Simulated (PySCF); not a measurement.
# Spin-rotation constants: `s1ccc(S(=O)(=O)Cl)c1`, C4H3ClO2S2

Geometry:
| atom | x (Å) | y (Å) | z (Å) |
| --- | --- | --- | --- |
| O1 | 1.812 | -1.972 | -0.017 |
| S2 | 1.758 | -0.575 | 0.259 |
| O3 | 2.412 | -0.053 | 1.413 |
| Cl4 | 2.572 | 0.376 | -1.357 |
| C5 | 0.107 | 0.017 | 0.172 |
| C6 | -0.895 | -0.596 | -0.606 |
| C7 | -2.069 | 0.080 | -0.519 |
| S8 | -1.947 | 1.459 | 0.505 |
| C9 | -0.299 | 1.135 | 0.825 |
| H10 | -0.729 | -1.488 | -1.179 |
| H11 | -3.004 | -0.144 | -0.992 |
| H12 | 0.284 | 1.760 | 1.470 |

Level of theory: GIAO BHandHLYP/pcSseg-1 magnetisability, rotational g tensor and spin-rotation constants, non-relativistic, gas phase (PySCF 2.14.0). Geometry: GFN2-xTB.

Problem. Give the nuclear spin-rotation constants along the inertial axes (H = +C I·J) beside the isotropic shieldings.

Solution. Rotational constants 2.1213, 0.6481, 0.6478 GHz. A star marks the isotopologue with that one atom substituted, in its own axes.
| atom | isotope | Caa (kHz) | Cbb (kHz) | Ccc (kHz) | mean (kHz) | σ (ppm) |
| --- | --- | --- | --- | --- | --- | --- |
| Cl4 | 35Cl | 1.299 | 0.286 | 0.285 | 0.623 | 308.8 |
| H10 | 1H | -0.142 | -0.012 | -0.012 | -0.056 | 24.3 |
| H11 | 1H | -0.003 | -0.036 | -0.036 | -0.025 | 24.5 |
| H12 | 1H | -0.181 | -0.005 | -0.005 | -0.064 | 23.8 |
| O1 | 17O* | -0.702 | -0.174 | -0.159 | -0.345 | 52.8 |
| S2 | 33S* | 1.036 | 0.235 | 0.235 | 0.502 | 178.8 |
| C5 | 13C* | 0.903 | 0.200 | 0.200 | 0.434 | 33.7 |
| C6 | 13C* | 0.731 | 0.298 | 0.090 | 0.373 | 54.8 |
| C7 | 13C* | 0.798 | 0.195 | 0.195 | 0.396 | 46.3 |
| S8 | 33S* | 0.899 | 0.220 | 0.220 | 0.446 | 258.1 |
| C9 | 13C* | 0.848 | 0.199 | 0.198 | 0.415 | 39.3 |

Where two moments of inertia are equal or nearly so, the constants along those axes are given as their average.
For the geometry as given, no vibrational averaging.
